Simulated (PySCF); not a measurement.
C4H5ClSi, SMILES C#C/C=C\[SiH2]Cl.

The structure is a stationary point at TPSSh-D3(BJ)/def2-SVP. The structure was generated by enumeration; whether it is a known compound was not checked. Other conformers were not sampled.

Two levels are set side by side: TDDFT-PBE/def2-SVPD (PySCF) and TDDFT-LC-ωPBE/def2-SVPD (PySCF). Vertical, same geometry. The lowest singlet is HOMO−1→LUMO 100 % with PBE and HOMO−1→LUMO 83 % with the other functional; states are paired by order. Differences are taken from unrounded values.

```
quantity                               TDDFT-LC-ωPBE
-------------------------------------  -------------
lowest singlet excitation (eV)                  5.41
lowest triplet excitation (TDA) (eV)            3.12
first bright state (f over 0.05) (eV)           5.51
its oscillator strength                         0.28
```

Problem. What does TDDFT-PBE give, and how far is it from TDDFT-LC-ωPBE? (An estimate is asked for; the answer gives what the named calculation found.)

Solution. 
```csv
quantity,TDDFT-PBE,TDDFT-PBE minus TDDFT-LC-ωPBE
lowest singlet excitation (eV),4.57,-0.85
lowest triplet excitation (TDA) (eV),3.16,0.03
first bright state (f over 0.05) (eV),4.83,-0.68
its oscillator strength,0.05,-0.22
```

A lower first singlet is the usual sign of a functional without exact exchange. Differences between two approximate levels are no errors against the true value.

Rough cost on one machine, each run with all the roots and properties that it gave: TDDFT-LC-ωPBE against TDDFT-PBE about 6 times.
